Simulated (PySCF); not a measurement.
difluoro(prop-1-en-2-yl)borane (C₃H₅BF₂), SMILES C(B(F)F)(=C)C.

Coordinates come from a B3LYP-D3(BJ)/def2-SVP optimisation. The values are those of a single conformer.

These are TDA-PBE0/def2-SVPD (PySCF) values and carry that method's errors.

Vertical excitations. Gas-phase values at a fixed geometry. State labels are in the subgroup Cs.

| state | symmetry | energy (eV) | λ (nm) | f | main pairs |
|---|---|---|---|---|---|
| S1 | A" | 6.60 | 188 | 0.001 | HOMO−1→LUMO 99 % |
| S2 | A' | 6.66 | 186 | 0.349 | HOMO→LUMO 90 % |
| S3 | A" | 7.33 | 169 | 0.014 | HOMO→LUMO+1 98 % |
| S4 | A" | 7.60 | 163 | 0.001 | HOMO−2→LUMO 96 % |
| S5 | A" | 8.21 | 151 | 0.000 | HOMO→LUMO+2 92 % |
| S6 | A" | 8.43 | 147 | 0.029 | HOMO→LUMO+3 93 % |
| S7 | A" | 8.64 | 143 | 0.000 | HOMO−3→LUMO 96 % |
| S8 | A' | 8.87 | 140 | 0.188 | HOMO→LUMO+4 61 %, HOMO−1→LUMO+1 28 % |
| S9 | A' | 8.98 | 138 | 0.048 | HOMO−1→LUMO+1 70 %, HOMO→LUMO+4 18 % |
| S10 | A" | 9.29 | 134 | 0.001 | HOMO−5→LUMO 91 % |
| T1 | A' | 3.70 | 335 | 0 | HOMO→LUMO 95 % |
| T2 | A" | 5.87 | 211 | 0 | HOMO−1→LUMO 98 % |
| T3 | A" | 7.20 | 172 | 0 | HOMO→LUMO+1 90 % |
| T4 | A" | 7.22 | 172 | 0 | HOMO−2→LUMO 84 % |
Triplets are in the Tamm–Dancoff approximation.
